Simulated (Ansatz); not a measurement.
Zn₂Cu. Total charge 0; doublet. Geometry PBE-D4/def2-TZVP.

```csv
atom,x (Å),y (Å),z (Å)
Cu1,-0.002,0.000,0.000
Zn2,0.179,2.409,-0.539
Zn3,-0.177,-2.409,0.539
```

B3LYP takes the VWN-RPA correlation. The structure comes from a short search, and lower isomers may exist.

Q: Estimate the α-spin orbital energies around the gap (eV) in Ansatz with r2SCAN-D4/def2-TZVP, r2SCAN-D4/def2-TZVPD, B3LYP-D4/def2-TZVP, PBE0-D4/def2-SVP, PBE0-D4/def2-TZVPD.

A: 
| orbital | r2SCAN-D4/def2-TZVP | r2SCAN-D4/def2-TZVPD | B3LYP-D4/def2-TZVP | PBE0-D4/def2-SVP | PBE0-D4/def2-TZVPD |
| --- | --- | --- | --- | --- | --- |
| HOMO−9 | -11.30 | -11.30 | -13.24 | -12.97 | -13.73 |
| HOMO−8 | -11.30 | -11.30 | -13.24 | -12.97 | -13.73 |
| HOMO−7 | -7.67 | -7.67 | -8.40 | -8.11 | -8.59 |
| HOMO−6 | -6.68 | -6.68 | -7.29 | -6.91 | -7.59 |
| HOMO−5 | -5.77 | -5.77 | -7.29 | -6.82 | -7.59 |
| HOMO−4 | -5.77 | -5.77 | -7.17 | -6.82 | -7.49 |
| HOMO−3 | -5.62 | -5.62 | -7.17 | -6.66 | -7.49 |
| HOMO−2 | -5.57 | -5.57 | -7.11 | -6.66 | -7.22 |
| HOMO−1 | -5.57 | -5.57 | -6.90 | -6.51 | -7.12 |
| HOMO | -3.99 | -4.00 | -4.12 | -3.88 | -4.20 |
| LUMO | -1.88 | -1.95 | -1.52 | -0.33 | -1.46 |
| LUMO+1 | -1.88 | -1.95 | -1.52 | 0.35 | -1.46 |
| LUMO+2 | -1.83 | -1.83 | -1.33 | 0.35 | -1.32 |
| LUMO+3 | -0.90 | -0.92 | -0.63 | 1.49 | -0.55 |
| LUMO+4 | -0.90 | -0.92 | -0.63 | 1.49 | -0.55 |
| LUMO+5 | 1.40 | 1.12 | 1.08 | 1.66 | 0.79 |
| β HOMO | -5.46 | -5.46 | -6.73 | -6.32 | -6.84 |
| β LUMO | -2.79 | -2.80 | -2.67 | -2.03 | -2.30 |
